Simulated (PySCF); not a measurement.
Species: C4H6P2Si.
Geometry (GFN2-xTB, Å), atoms numbered from 1 in this order:
```
atom  x, y, z in Å
Si1    2.4620   -0.3311    0.0662
C2     0.5784   -0.0827    0.0170
C3     0.0941    1.1740   -0.2637
P4    -1.5388    1.7584   -0.3907
C5    -2.4727    0.3281   -0.0675
C6    -2.0209   -0.9346    0.2127
P7    -0.3841   -1.5089    0.3371
H8     3.0064    0.0317   -1.2454
H9     3.0182    0.5700    1.0800
H10    2.7342   -1.7303    0.3874
H11    0.8361    1.9503   -0.4394
H12   -3.5482    0.4795   -0.0975
H13   -2.7690   -1.7038    0.3861
```

Probes without a nucleus sit at each ring's centroid and 1 Å off its mean plane on both sides; NICS is minus the shielding there, NICSzz its component along the normal. Level: GIAO PBE0/pcSseg-1 (PySCF, non-relativistic, gas phase) on the GFN2-xTB geometry, one conformer.

Ring bond lengths (Å), with Mayer bond orders in brackets: C2–C3 1.376 (1.49), C3–P4 1.739 (1.32), P4–C5 1.739 (1.29), C5–C6 1.370 (1.52), C6–P7 1.739 (1.30), P7–C2 1.750 (1.29).

Q: What do the NICS probes read (ppm)?

A: 
```
             ring                                                 type  NICS(0)  NICS(1), two faces  NICS(1)zz, two faces  rms pucker (Å)  centre to ring atoms, mean (Å)
C2–C3–P4–C5–C6–P7  6-membered ring with 2 P; formal bonds all aromatic     -5.6         -9.7 / -9.7         -24.2 / -24.2            0.00                            1.61
```

Q: What do they say, and how far can they be read as aromaticity?

A: 
- C2–C3–P4–C5–C6–P7: mean NICS(1)zz -24.2 ppm, shielded.

Q: How equal are the bonds by HOMA? HOMA takes Krygowski's 1993 parameters.

A: 
- C2–C3–P4–C5–C6–P7: HOMA 0.83; the largest term is that of P7–C2, α(R − Ropt)² = 0.32.

Q: What field does 1 T along the ring normal induce along that normal at the second NICS(1) probe listed for ring C2–C3–P4–C5–C6–P7, 1 Å off the ring?

A: NICSzz × B0 = -24.2 ppm × 1 T = -24 μT, against the applied field.

Q: Give the inner angles of the rings and the Hirshfeld charges of the ring atoms.

A: 
- C2–C3–P4–C5–C6–P7: C2 126.0° (-0.141 e), C3 130.7° (-0.100 e), P4 102.4° (+0.107 e), C5 128.3° (-0.097 e), C6 129.0° (-0.099 e), P7 103.6° (+0.107 e); sum 720.0° against 720° for a flat convex ring.

Q: What are the shieldings of the ring atoms and their hydrogens in the same run (means over atoms taken as equivalent)?

A: 
```tsv
atoms	environment	σ isotropic (ppm)	principal values of the symmetric part, first atom (ppm)
C2	substituted aromatic carbon	12.4	-149.1, -18.2, 204.6
C3	aromatic CH carbon	12.3	-163.5, 18.9, 181.6
P4	phosphorus bonded to 2 C	75.5	-266.3, -52.8, 545.7
C5	aromatic CH carbon	21.2	-150.3, 24.4, 189.6
C6	aromatic CH carbon	20.6	-151.3, 27.2, 185.8
P7	phosphorus bonded to 2 C	38.2	-320.4, -83.9, 518.9
H11	aromatic hydrogen	21.54	17.9, 18.2, 28.6
H12	aromatic hydrogen	21.97	19.6, 19.6, 26.8
H13	aromatic hydrogen	21.96	19.4, 19.5, 27.0
```
